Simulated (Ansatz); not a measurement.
The same path of GaH$_{6}$NO (9 atoms, charge 0, multiplicity 1) was run twice with different band settings. Lost on the way: N6–H9. Made: O2–H9.

Method: RKS CAM-B3LYP-D4/def2-SVP in Ansatz.

Relaxed end points:

```xyz
9
Properties=species:S:1:pos:R:3
Ga -0.031 0.151 0.200
O -0.362 -0.222 1.967
H -0.870 -1.011 2.174
H 1.423 -0.184 -0.300
H -1.292 0.146 -0.745
N 0.149 2.151 0.861
H 1.076 2.568 0.785
H -0.541 2.811 0.506
H -0.054 1.949 1.847
```

```xyz
9
Properties=species:S:1:pos:R:3
Ga 0.108 0.431 -0.044
O -0.180 -0.071 2.024
H -1.055 -0.387 2.288
H 1.490 -0.207 -0.385
H -1.269 0.038 -0.681
N 0.141 2.155 0.751
H 1.027 2.656 0.768
H -0.584 2.816 0.479
H -0.179 0.928 2.095
```

Common settings: spring 5.0 eV/Å²; optimiser quadratic models (default); start path through a guess of the saddle point; force threshold 0.05 eV/Å; end points relaxed.

| run | movable images | climbing image | iteration limit |
| --- | --- | --- | --- |
| 1 | 5 | yes | 53 |
| 2 | 6 | no | 60 |

What does each run give, and how far can it be trusted?

Run 1: converged after 11 iterations, highest image 0.637 eV above the first end. A vibrational analysis at the climbing image gives one clearly imaginary mode, 964i cm⁻¹: a first-order saddle point.
Run 2: converged after 15 iterations, highest image 0.624 eV above the first end. No image climbed, so the highest image needn't sit at the top of the path.
The orbitals stay closed-shell, which can raise the energy where a bond breaks towards radicals; this wasn't checked here.
